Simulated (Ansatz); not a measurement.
One geometry of `[SnH3][SnH3]`, several functionals.

```yaml
crystal:
  periodic: [false, false, false]
  atoms:
    - {symbol: Sn, position_ang: [-0.740533, 0.491617, -1.055358]}
    - {symbol: Sn, position_ang: [0.763750, -0.506060, 1.041233]}
    - {symbol: H, position_ang: [-0.532556, -0.465151, -2.454209]}
    - {symbol: H, position_ang: [-2.400053, 0.500118, -0.653581]}
    - {symbol: H, position_ang: [-0.270352, 2.090928, -1.424978]}
    - {symbol: H, position_ang: [0.541079, 0.440751, 2.444615]}
    - {symbol: H, position_ang: [2.425085, -0.497820, 0.647087]}
    - {symbol: H, position_ang: [0.305778, -2.111483, 1.399489]}
basis:
  gaussian: {orbitals: def2-TZVPP}
hamiltonian: {xc: {name: CAM-B3LYP}, dispersion: d4}
output: {orbitals: {seedname: orbitals}}
```

```sh
$ ansatz run in.yaml --threads 2 --pin off --events-out ev --progress --plain --max-ram 4352MiB
```

It prints (some lines left out):

```
Functional definition: CAM-B3LYP
1218 factors; their error is unknown
300 factors; integrals over basis functions are off by at most 1.6e-5 eV
mean field evaluation 1: about -11758.6837 eV, gradient 1.2e1 eV
mean field evaluation 2: about -11758.9071 eV, gradient 7.2e0 eV
mean field evaluation 4: about -11758.9872 eV, gradient 1.8e-1 eV
mean field evaluation 8: about -11759.0964 eV, gradient 2.8e-2 eV
mean field -11759.09640543 eV, -432.1388222979 hartree, gradient 2.3e-5 eV, S^2 0.000000; 0 other end points of the search recorded, 0 dependent functions left out
reference -11759.09656749 eV, -432.1388282533 hartree; 25, 25 occupied and 159, 159 virtual orbitals, 1218 factors
Total energy: -11759.22907163 eV, -432.1436976906 hartree
```

Run time 1.2 s (2 threads of an AMD EPYC 9R45 on a shared host); peak host memory 0.43 GiB.

With the line `hamiltonian: {xc: {name: r2SCANh}, dispersion: d4}` (abridged; 1.6 s):

```
Functional definition: r2SCANh
mean field -11763.73672840 eV, -432.3093510215 hartree, gradient 3.4e-5 eV, S^2 0.000000
Total energy: -11763.77382019 eV, -432.3107141197 hartree
```

With the line `hamiltonian: {xc: {name: wB97M-V}}` and forces (abridged; 4.1 s):

```
Functional definition: wB97M-V
mean field -11756.73512240 eV, -432.0520467469 hartree, gradient 4.3e-5 eV, S^2 0.000000
Total energy: -11756.73519610 eV, -432.0520494555 hartree
Atom 0 force     0.004038    -0.002460     0.006434 eV/Å
Atom 1 force    -0.004313     0.002749    -0.006096 eV/Å
Atom 2 force    -0.012231     0.064969     0.099552 eV/Å
Atom 3 force     0.116606    -0.001937    -0.025558 eV/Å
Atom 4 force    -0.030835    -0.111867     0.028069 eV/Å
Atom 5 force     0.013747    -0.064322    -0.099829 eV/Å
Atom 6 force    -0.116798     0.000512     0.024628 eV/Å
Atom 7 force     0.029786     0.112357    -0.027198 eV/Å
Dipole moment:     0.000088    -0.000090    -0.000106 e Å
```

With the line `hamiltonian: {xc: {name: BHLYP}, dispersion: d4}` (abridged; 1.1 s):

```
Functional definition: BHLYP
mean field -11756.10720785 eV, -432.0289713128 hartree, gradient 5.2e-5 eV, S^2 0.000000
Total energy: -11756.33687716 eV, -432.0374115042 hartree
```

The same input with `hamiltonian: {xc: {name: B3LYP}, dispersion: d4}` and forces (abridged; 1.6 s):

```
Functional definition: B3LYP
mean field -11764.33918309 eV, -432.3314908229 hartree, gradient 3.9e-5 eV, S^2 0.000000
Total energy: -11764.57933573 eV, -432.3403162697 hartree
Atom 0 force    -0.038067     0.025348    -0.052555 eV/Å
Atom 1 force     0.037858    -0.025148     0.052810 eV/Å
Atom 2 force     0.001650    -0.030409    -0.058766 eV/Å
Atom 3 force    -0.065938     0.004213     0.005709 eV/Å
Atom 4 force     0.010741     0.061681    -0.021857 eV/Å
Atom 5 force    -0.001710     0.030006     0.058948 eV/Å
Atom 6 force     0.065960    -0.003855    -0.005805 eV/Å
Atom 7 force    -0.010494    -0.061836     0.021516 eV/Å
Dipole moment:     0.000087    -0.000089    -0.000104 e Å
```

With the line `hamiltonian: {xc: {name: wB97X-V}}` (abridged; 3 s):

```
Functional definition: wB97X-V
mean field -11759.13036187 eV, -432.1400701740 hartree, gradient 4.1e-5 eV, S^2 0.000000
Total energy: -11759.13035889 eV, -432.1400700642 hartree
```

B3LYP takes the VWN-RPA correlation (the form of Gaussian; ORCA's B3LYP/G).
